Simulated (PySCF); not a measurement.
# Spinor energies of Tb(33+) (terbium, charge +33)

Start: [Ar] 3d10 4s2 4p2; 4p1/2 filled at m_j = -1/2, +1/2. Calculated with PySCF 2.14 in an even-tempered Gaussian basis (17 s from 3.3 bohr⁻², ratio 2.8; 13 p from 4.3 bohr⁻², ratio 2.8; 8 d from 7.6 bohr⁻², ratio 2.8; 4 f from 20 bohr⁻², ratio 3): generalised Hartree-Fock with the X2C-1e Hamiltonian and a Gaussian nucleus; one run each with spin-orbit coupling (SO) switched off, then screened by Boettger's factors.

| spinor shell | electrons | ε, spin-free (eV) | ε, screened SO (eV) | weight of nominal j (screened SO) | rms radius, screened SO (bohr) |
| --- | --- | --- | --- | --- | --- |
| 1s1/2 | 2 | -53577.0 | -53563.2 | 1.000 | 0.0245 |
| 2s1/2 | 2 | -10085.0 | -10079.1 | 1.000 | 0.0988 |
| 2p1/2 | 2 | -9104.2 | -9631.6 | 1.000 | 0.0845 |
| 2p3/2 | 4 | -9104.2 | -8875.5 | 1.000 | 0.0910 |
| 3s1/2 | 2 | -3237.3 | -3234.0 | 1.000 | 0.252 |
| 3p1/2 | 2 | -2926.2 | -3041.4 | 1.000 | 0.243 |
| 3p3/2 | 4 | -2926.2 | -2873.0 | 1.000 | 0.256 |
| 3d3/2 | 4 | -2531.7 | -2550.9 | 1.000 | 0.227 |
| 3d5/2 | 6 | -2531.7 | -2514.2 | 1.000 | 0.230 |
| 4s1/2 | 2 | -1462.0 | -1460.6 | 1.000 | 0.537 |
| 4p1/2 | 2 | -1360.4 | -1389.0 | 1.000 | 0.532 |

```json
{"quantity": "E (hartree)", "spin-free": "-11095.26770", "screened SO": "-11105.40812"}
{"quantity": "M_J", "spin-free": "0", "screened SO": "0"}
{"quantity": "⟨J²⟩", "spin-free": "2.001", "screened SO": "0.000"}
{"quantity": "⟨L²⟩", "spin-free": "2.001", "screened SO": "1.358"}
{"quantity": "⟨S²⟩", "spin-free": "2.000", "screened SO": "1.358"}
```

Breit and QED terms are absent; they matter most for the inner s and p1/2 levels.

Densities and radii are taken from the X2C orbitals without a picture-change correction, which distorts them close to the nucleus.

Without spin-orbit coupling the j labels of p, d and f shells carry no meaning; the spin-free column gives the mean over the occupied spinors of each nl shell.
